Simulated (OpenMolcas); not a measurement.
## Ti2+ in MgO: curves along the breathing mode

Ti2+ with its 6 nearest oxide ions, on the Mg site of MgO (a = 4.2112 Å, distance in the model lattice 2.106 Å). The rest of the host is ab initio model potentials to 7.6 Å, with orthogonalisation functions on the cations behind the ligands, and point charges beyond; the distance is set by hand and nothing relaxes. Ligand basis ANO-RCC-VDZP.

```json
{"Program": "OpenMolcas 26.06", "Method": "SS-CASPT2, IPEA 0.25 Eh, imaginary shift 0.1 Eh (closed shells correlated: 3s 3p and the ligand valence shells)", "Basis": "ANO-RCC-VDZP [5s4p2d1f]", "Scalar Hamiltonian": "DKH2, point nucleus", "Active space": "2 electrons in 5 orbitals (3d)", "State averaging": "2S+1 = 3 even, 10 roots; 2S+1 = 1 even, 15 roots", "Spin-orbit coupling": "state interaction with AMFI integrals over the reference wave functions"}
```

Spin-free energies (labels of O, the rotations of Oh) in cm-1 above the lowest fitted minimum, as all ligands move together:

```csv
R (Å),3T1,1T2,1E,3T2,1A1,3T1(2),1T1
2.048,3080,11590,11830,24410,21900,32470,37030
2.096,360,8730,9030,20100,19010,28250,32840
2.145,340,8850,9180,18900,19080,27070,31680
2.193,3190,11730,12100,20630,21920,28830,33440
2.241,8750,17290,17690,25170,27430,33400,37980
2.289,16980,25520,25950,32490,35620,40740,45320
2.338,28250,36780,37250,42990,46840,51250,55780
```

Cubic fits give the following; the wavenumber is harmonic, with the mass of all moving ligands, small differences in it between states hang on the degree of the fit, a number in brackets counts states of one label, and the table is a selection of at most 14 states with clean curves.

```json
{"State": "3T1", "R0 (Å)": "2.120", "Breathing mode (cm-1)": "647", "Minimum (cm-1)": "0"}
{"State": "1T2", "R0 (Å)": "2.120", "Breathing mode (cm-1)": "653", "Minimum (cm-1)": "8440"}
{"State": "1E", "R0 (Å)": "2.119", "Breathing mode (cm-1)": "651", "Minimum (cm-1)": "8760"}
{"State": "3T2", "R0 (Å)": "2.141", "Breathing mode (cm-1)": "667", "Minimum (cm-1)": "18880"}
{"State": "1A1", "R0 (Å)": "2.120", "Breathing mode (cm-1)": "652", "Minimum (cm-1)": "18700"}
{"State": "3T1(2)", "R0 (Å)": "2.140", "Breathing mode (cm-1)": "665", "Minimum (cm-1)": "27050"}
{"State": "1T1", "R0 (Å)": "2.140", "Breathing mode (cm-1)": "663", "Minimum (cm-1)": "31660"}
{"State": "3A2", "R0 (Å)": "2.162", "Breathing mode (cm-1)": "679", "Minimum (cm-1)": "38910"}
{"State": "1E(2)", "R0 (Å)": "2.161", "Breathing mode (cm-1)": "675", "Minimum (cm-1)": "49630"}
{"State": "1A1(2)", "R0 (Å)": "2.161", "Breathing mode (cm-1)": "670", "Minimum (cm-1)": "61680"}
```

The minimum of 3T2 is shifted by +0.0210 Å against 3T1 (from the unrounded fits). With M = 96.0 u for the moving shell, the Huang-Rhys factor in this mode is S = M ω ΔR² / 2ħ = 0.01483 × 96.0 × 647 × 0.0210² = 0.41. Only the first shell moves, against a rigid host.

Roots that are degenerate in the reference are averaged as groups; the widest CASPT2 spread within a group is 460 cm-1 (the 3-fold group of multiplicity 1 near 25300 cm-1 above the lowest state of its run, R = 2.289). Shifts and gaps below about the spread of the groups concerned are not significant. Over all roots computed the reference weight is 0.72 in R = 2.048, 0.72 in R = 2.096, 0.72 in R = 2.145, 0.71 to 0.72 in R = 2.193, 0.71 to 0.72 in R = 2.241, 0.71 to 0.72 in R = 2.289, 0.71 to 0.72 in R = 2.338; a low but even weight reflects the number of correlated electrons. An orbital triplet at a regular site is open to Jahn-Teller coupling, which can distort the site and quench the lowest spin-orbit gaps and is left out. Ligand-to-metal charge-transfer states are missing. With no ligand orbital active B as a rule stays too high, so bands that hang on it stand too high and its fall with covalency is understated. With one d shell and no ligand orbital active, 10Dq can be off by tens of per cent for divalent 3d ions, low with halides held by bare charges and at times high in hosts. No measured value stands beside these numbers.
